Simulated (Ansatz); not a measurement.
**Question.** Name a neutral molecule of C, O, Si and H with size of the dipole moment (PBE/def2-TZVPP) between 1.05 and 1.35 D and HOMO energy (ωB97M-V/def2-TZVPP) between -10.45 and -10.15 eV (Ansatz, PBE0-D4/def2-TZVP geometry).

**Answer.** `O[SiH2]C#C[SiH3]` (1.32 D, -10.39 eV); `O[SiH2]/C=C/[SiH3]` (1.17 D, -10.20 eV); `CO[SiH2]C#C[SiH](C)OC` (1.16 D, -10.34 eV). Other molecules can fit too; these were computed, each in one conformer that needn't be the lowest.
